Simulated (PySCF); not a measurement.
## Steps of a relaxation of [Tb(SH)2]+

[Tb(SH)2]+ (singlet in the valence; each metal's 4f electrons, 8 of them, lie in its core potential, out of spins and levels). PySCF 2.14.0, RKS PBE0, Tb lcecp-1-SVP with ECP54, S def2-SVP, H def2-SVP; non-relativistic Hamiltonian with scalar-relativistic core potentials where named; density fitting; no spin-orbit coupling. Origin of the start: template. Columns: position (Å) and force (eV/Å). Energies are counted from the last step; some of the 9 steps are shown. Forces carry noise of the integration grid, about 0.01 to 0.03 eV/Å.

Run from Python with OMP_NUM_THREADS=2. Where DIIS fails, smearing, a level shift and second-order steps follow.
It took 21 s on 2 threads of Arm Neoverse V1, on a shared host, from the converged density of the start.

```xyz
5
step 0  E = 0.721 eV
Tb    0.0000    0.0000   -0.3165     0.00    0.00    0.94
S     2.4800    0.0000    0.7934    -1.88    0.13   -0.05
H     3.2941   -0.3365   -0.2180     0.07   -0.10   -0.42
S    -2.4800    0.0000    0.7934     1.88   -0.13   -0.05
H    -3.2941    0.3365   -0.2180    -0.07    0.10   -0.42
```

```xyz
5
step 3  E = 0.099 eV
Tb    0.0000    0.0000   -0.4839     0.00    0.00   -0.52
S     2.1221   -0.0718    0.8271     0.29   -0.07    0.00
H     3.0514   -0.2592   -0.1679    -0.37    0.07    0.26
S    -2.1221    0.0718    0.8271    -0.29    0.07    0.00
H    -3.0514    0.2592   -0.1679     0.37   -0.07    0.26
```

```xyz
5
step 5  E = 0.003 eV
Tb    0.0000    0.0000   -0.7225     0.00    0.00    0.14
S     1.9297   -0.0794    0.8638    -0.08   -0.01   -0.11
H     2.8925   -0.2368   -0.0853    -0.05    0.01    0.04
S    -1.9297    0.0794    0.8638     0.08    0.01   -0.11
H    -2.8925    0.2368   -0.0853     0.05   -0.01    0.04
```

Where does the relaxation end?

It converges at step 8 in C2, nearly C2v:
```xyz
5
step 8  E = 0
Tb    0.0000    0.0000   -0.7556
S     1.8831   -0.0821    0.8662
H     2.8568   -0.2309   -0.0711
S    -1.8831    0.0821    0.8662
H    -2.8568    0.2309   -0.0711
```

How did the contacts change?


```tsv
contact	start (Å)	end (Å)
Tb1–S2 (SH)	2.717	2.487
Tb1–S4 (SH)	2.717	2.487
```


An lcecp potential fixes the number of 4f electrons, so in runs with it no electron can move into or out of that shell.
